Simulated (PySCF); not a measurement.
BrCl₂FSi.

```xyz
5

F     -0.6734    -1.8784     0.0000
Si    -0.4662    -0.2859     0.0000
Cl    -1.3447     0.4697    -1.6610
Cl    -1.3447     0.4697     1.6610
Br     1.6660     0.1411     0.0000
```
Charge 0, spin multiplicity 1.

Geometry: ωB97X-D3(BJ)/def2-SVP.

Computed with PBE0/pcSseg-1 (PySCF). Non-relativistic, no solvent.

Computed absolute GIAO shielding of each atom: isotropic value and principal components (ppm):
```
atom  σ(iso)     σ11     σ22     σ33   span
----  ------  ------  ------  ------  -----
F1     252.3   215.5   216.3   325.0  109.5
Si2    347.1   332.4   344.5   364.2   31.8
Cl3    779.6   671.3   678.6   988.9  317.6
Cl4    779.6   671.3   678.6   988.9  317.6
Br5   2341.6  2081.6  2096.2  2847.2  765.6
```
